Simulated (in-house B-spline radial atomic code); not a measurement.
Configurations of Er, with energies counted from [Xe] 4f12 6s2. Computed with a B-spline radial code for spherical atoms: scalar-relativistic (X2C) TPSSh, spin-polarised, spherical fractional occupations, exact exchange averaged over the configuration, Fermi nucleus of rms radius 5.2516 fm. Shells without spins written out take the highest spin.

Occupations are held fixed; configurations that lie above the ionisation limit could autoionise.

```csv
configuration,E - E(ref) (eV),highest orbital,its <r> (bohr)
[Xe] 4f12 6s1 6p1,2.0913,6p up,5.298
[Kr] 4d10 4f12 5s2 5p5 6s2 6f1,30.875,6f up,28.41
[Kr] 4d9 4f13 5s2 5p6 6s2,163.5,4f down,0.8275
[Kr] 4d9 4f12 5s2 5p6 6s2 7d1,172.05,7d up,20.67
```

Question: Order these further configurations by energy, lowest first.
A. [Kr] 4d10 4f12 5s2 5p5 6s2 6d1
B. [Xe] 4f12 5d1 6s1
C. [Kr] 4d10 4f12 5s2 5p5 6s2 7f1
D. [Xe] 4f11 6s2 6p1
E. [Xe] 4f11 5d1 6s2

Answer: B (2.3417 eV), E (2.9289 eV), D (4.2791 eV), A (29.97 eV), C (31.055 eV).
